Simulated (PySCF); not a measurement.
Below is a simulated gas-phase C 1s photoelectron spectrum of `[GeH3][O][C@@H]1CC[C@@H]2C[C@@H]2C1`.

Every computed line was given a Gaussian of 0.6 eV full width at half maximum and an area set by the number of equivalent atoms; the highest printed point is 100. Computed with delta-SCF UKS SCAN, pcX-2 on the ionised atom, pcseg-1 elsewhere, spin-free X2C in PySCF.

```
binding energy (eV)  intensity
              289.3          0
              289.4          0
              289.5          1
              289.6          4
              289.7          9
              289.8         19
              289.9         34
              290.0         56
              290.1         78
              290.2         94
              290.3        100
              290.4         92
              290.5         74
              290.6         52
              290.7         32
              290.8         17
              290.9          8
              291.0          4
              291.1          3
              291.2          4
              291.3          7
              291.4         11
              291.5         15
              291.6         17
              291.7         17
              291.8         14
              291.9         10
              292.0          6
              292.1          3
              292.2          2
              292.3          1
              292.4          0
              292.5          0
```

Q: How many maxima does the curve show, and how many computed lines lie under it?

A: The curve has 2 maxima (at 290.3 and 291.6 eV). Under it lie 7 lines from 7 inequivalent carbon sites. At this width some lines have no maximum of their own.

Q: Decompose the envelope and assign each component. Numbering: `[GeH3:1][O:2][C@@H:3]1[CH2:4][CH2:5][C@@H:6]2[CH2:7][C@@H:8]2[CH2:9]1`.

A: 
```
position (eV)  relative area  line  atoms                    environment
       290.19              1  C 1s     C4                ring CH2 carbon
       290.20              1  C 1s     C7     three-membered-ring carbon
       290.27              1  C 1s     C9                ring CH2 carbon
       290.33              1  C 1s     C6  sp3 carbon at a ring junction
       290.33              1  C 1s     C8  sp3 carbon at a ring junction
       290.44              1  C 1s     C5                ring CH2 carbon
       291.64              1  C 1s     C3     sp3 carbon bound to oxygen
```

Q: What are the centre and the root-mean-square width of the whole band?

A: The area-weighted mean of the lines is 290.49 eV. Their own spread about it is 0.48 eV (rms) and each Gaussian has σ = 0.6/2.355 = 0.25 eV; the variances add, which gives 0.54 eV.

Lowest listed C 1s: C4, bonded to 2 C and 2 H. Highest, 1.45 eV above it: C3, bonded to O, 2 C and H. The widest gap between neighbouring values is 1.20 eV, between 290.44 and 291.64 eV. The values 290.19 and 290.20 eV; the values 290.33 and 290.33 eV lie too close for their order to be trusted.

Shake-up satellites, vibrational structure and lifetime widths aren't simulated. One conformer (not necessarily the lowest) at the PBE0-D3(BJ)/def2-SVP geometry, without solvent, vibrations or thermal averaging.

Hardware: one thread of an Arm Neoverse V2, no GPU (shared host). Cost: 2.8 min wall, 1.1 GiB resident at most.
